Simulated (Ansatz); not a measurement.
CH6BClOSi at its PBE0-D4/def2-TZVP geometry, where that method's forces vanish. The species carries charge 0 and has multiplicity 1. The bonds changed during the relaxation, so this is another structure than the one it started from.

```xyz
11

B    -0.5948   -1.4777   -0.5058
C    -0.1863    0.0324   -0.4869
O    -0.5784    0.8178   -1.4707
Si    0.9608    0.7352    0.8554
Cl   -1.8393   -0.5764    0.7657
H    -1.2014   -1.8651   -1.4595
H     0.0921   -2.2290    0.1245
H    -0.4422    1.7534   -1.2670
H     2.2998    0.8587    0.2181
H     1.0112   -0.1520    2.0322
H     0.4784    2.1026    1.1940
```

Q: What forces (eV/Å) does r2SCAN-D4/def2-TZVPP give on these atoms in the Gaussian-basis code of Ansatz? (Estimate.)

A: The calculation gave: 
```
B1   0.049 -0.111 -0.095
C2   0.264 -0.171  0.279
O3  -0.146  0.179 -0.353
Si4  0.011  0.012  0.004
Cl5 -0.201 -0.010  0.152
H6   0.018  0.012  0.031
H7  -0.022  0.021 -0.027
H8   0.019  0.060  0.015
H9  -0.017  0.001  0.014
H10  0.008  0.026 -0.021
H11  0.016 -0.019  0.000
```
